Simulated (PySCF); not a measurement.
PySCF input:

```python
from pyscf import gto, scf, dft

mol = gto.M(
    atom='''
    In   -0.00000000   -0.00000000   -1.45691039
    I     0.00000000    0.00000000    1.34695489
    ''',
    basis='def2-tzvpd',
    ecp='def2-tzvp',
    charge=0,
    spin=0,
    verbose=4,
)

mf = dft.RKS(mol, xc='tpssh').density_fit(auxbasis='def2-universal-jkfit')
mf.grids.level = 3
mf.conv_tol = 1e-9
mf.max_cycle = 100
mf.max_memory = 1500
mf.kernel()
if not mf.converged:
    mf = mf.newton()
    mf.kernel(mf.make_rdm1())
mf.analyze()
```

### Question
Predict the final energy.

### Answer
-487.76614 Eh (TPSSh/def2-TZVPD).
